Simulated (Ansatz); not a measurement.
H4OSn (SMILES [OH][SnH3]) moved off its minimum; all values from Ansatz (an electronic-structure program), cores frozen in correlated methods. Elements past Kr take the def2 small-core potentials, without spin–orbit coupling.
(charge 0, multiplicity 1)
```xyz
6

Sn    -0.1799     0.0437    -0.1127
O      1.6759    -0.1458     0.4979
H     -0.4228     1.5624    -0.8165
H     -1.1573    -0.1615     1.3770
H     -0.5581    -1.2220    -1.2151
H      2.2227    -0.0367    -0.1786
```

Forces at HF/def2-TZVPP (eV/Å):

```json
[
 {"atom": "Sn1", "Fx": "-0.773", "Fy": "-0.645", "Fz": "1.337"},
 {"atom": "O2", "Fx": "-3.505", "Fy": "-0.432", "Fz": "3.097"},
 {"atom": "H3", "Fx": "0.077", "Fy": "0.200", "Fz": "-0.087"},
 {"atom": "H4", "Fx": "0.665", "Fy": "0.186", "Fz": "-0.976"},
 {"atom": "H5", "Fx": "0.150", "Fy": "0.160", "Fz": "0.077"},
 {"atom": "H6", "Fx": "3.386", "Fy": "0.531", "Fz": "-3.448"}
]
```

Give the forces (eV/Å), the total energy and the dipole at CCSD(T)/def2-TZVPPD.


| atom | Fx | Fy | Fz |
|---|---|---|---|
| Sn1 | -1.183 | -0.546 | 1.024 |
| O2 | -3.426 | -0.685 | 4.372 |
| H3 | 0.012 | 0.399 | -0.180 |
| H4 | 0.554 | 0.149 | -0.766 |
| H5 | 0.067 | -0.008 | -0.062 |
| H6 | 3.976 | 0.690 | -4.387 |
Energy -290.9618 hartree, dipole 1.82 D.
